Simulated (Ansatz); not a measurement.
Computed with Ansatz on PBE0-D4/def2-TZVP structures; ΔE is electronic, products minus reactants. CBS: MP2 limit from def2 TZ/QZ plus the TZ coupled-cluster correction, frozen cores. This one scheme is used for every species. DFT in def2-TZVPP. For Br, Ga outer-core shells are correlated without core-valence functions, which leaves a few kJ/mol of doubt a bond. Scalar relativity is left out up to krypton. One conformer a species, not always the lowest.

`[OH][Ga]([F])[CH2]Br` + BH₃ → `[BH2][Ga]([OH])[F]` + `CBr`  (formal exchange of groups at a Ga–C bond)

`[OH][Ga]([F])[CH2]Br`:

```xyz
8

O    -1.094    0.440   -1.837
Ga    0.337    0.106   -0.855
F     1.825    0.088   -1.775
C     0.407   -0.230    1.074
Br   -1.386   -0.148    1.820
H    -1.903    0.447   -1.320
H     0.806   -1.217    1.300
H     1.007    0.515    1.594
```

BH₃:

Cartesian coordinates in Å:
```
B 0.000 0.000 0.000
H 1.169 -0.231 -0.066
H -0.422 1.052 -0.374
H -0.747 -0.821 0.439
```

`[BH2][Ga]([OH])[F]`:

Cartesian coordinates in Å:
```
B -0.857 -1.312 0.265
Ga 0.136 0.437 -0.227
O 1.579 1.122 0.556
F -0.414 1.460 -1.560
H -1.754 -1.306 1.051
H -0.553 -2.349 -0.240
H 1.864 1.947 0.154
```

`CBr`:

Cartesian coordinates in Å:
```
C -0.045 0.149 -0.100
Br 0.421 -1.409 0.944
H 0.873 0.681 -0.336
H -0.708 0.767 0.497
H -0.540 -0.189 -1.005
```

```json
{"level": "r2SCAN", "ΔE (kcal/mol)": "-5.3"}
{"level": "CCSD(T)/def2-TZVPP", "ΔE (kcal/mol)": "-3.5"}
```

Question: What does CCSD(T)/CBS give? (An estimate is asked.)

Answer: The calculation gave: -3.7 kcal/mol. The listed levels differ from it by -1.6, 0.2 kcal/mol.

Question: What do rigid-rotor, harmonic-oscillator terms from PBE0-D4/def2-TZVP frequencies (298.15 K, 1 bar) make of the CCSD(T)/CBS value? (Estimate.)

Answer: Ansatz gave: ΔZPE = +2.1 kcal/mol, ΔH = -2.1 kcal/mol, ΔS = 11 J/(mol·K), ΔG = -2.8 kcal/mol. Modes under 50 cm⁻¹ make the entropy rough.

Largest T1 diagnostic among the species: 0.014.

From BLYP to BHLYP (50 % exact exchange), in def2-TZVPP and without D4, ΔE moves by +1.2 kcal/mol. The D4 term adds +1.6 kcal/mol with B3LYP and +0.9 kcal/mol with PBE0; it sums over pairs of atoms, weighted by their polarisabilities, and B3LYP, whose exchange is more repulsive, gets the larger term.

CCSD(T)/CBS has its own doubt, a few kJ/mol and more with outer-core shells, so smaller differences from it don't rank the levels.

B3LYP here is the variant with VWN-RPA as its local correlation; programs differ in this.
